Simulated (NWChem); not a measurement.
CH4FInO; SMILES [CH3][In]([OH])[F]

```xyz
8

In    -0.0251    -0.0205     0.0018
F      1.6944     0.9457    -0.0021
C     -0.1104    -2.1477    -0.0023
H     -0.3085    -2.4910    -1.0271
H     -0.9222    -2.4839     0.6559
H      0.8508    -2.5496     0.3425
O     -1.4822     1.3344    -0.0025
H     -1.1188     2.2284    -0.0081
```
Atoms are numbered in this order, from 1.

Computed with NWChem. All runs use the structure optimised with PBE0/def2-SVP. def2 effective core potentials on In; no spin-orbit coupling.

For level N12/def2-SVP:

* **highest occupied level (eV)**: -6.47
* **orbital gap (eV)**: 4.60

Question: Estimate the same quantities for level B3LYP/def2-SVP.

Answer: 
| Property | Result |
|---|---|
| highest occupied level (eV) | -7.94 |
| orbital gap (eV) | 6.55 |
